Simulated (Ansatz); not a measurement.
A structure drawn as `[NH2][Ge]([F])[Cl]`, with this starting geometry:

```xyz
6

N     0.836    0.568    0.375
Ge   -0.753    0.271   -0.449
F    -1.683   -0.783    0.551
Cl   -0.446   -0.721   -2.312
H     0.691    0.987    1.300
H     1.355   -0.322    0.535
```

The species carries charge 0 and has multiplicity 2.

Problem. Relax it with Ansatz at PBE-D4/def2-SVP and then PBE0-D4/def2-TZVP. Is the drawn bonding still there?

Solution. Yes, every drawn bond is still there and no new one forms.

Problem. Give the relaxed structure. (Best estimate.)

Solution. Computed: 
Z-matrix (Å, degrees):
```
N
Ge 1 1.833
H 1 1.013 2 114.0
H 1 1.012 2 114.9 3 -128.0
F 2 1.741 1 103.1 3 -53.3
Cl 2 2.161 1 107.4 3 -167.1
```
All modes are real.

Atoms count as bonded under 1.1 times the sum of their covalent radii (H–H under 0.85 Å, pairs among N, O and F under 1.55 Å), and a drawn bond as lost past 1.3 times.
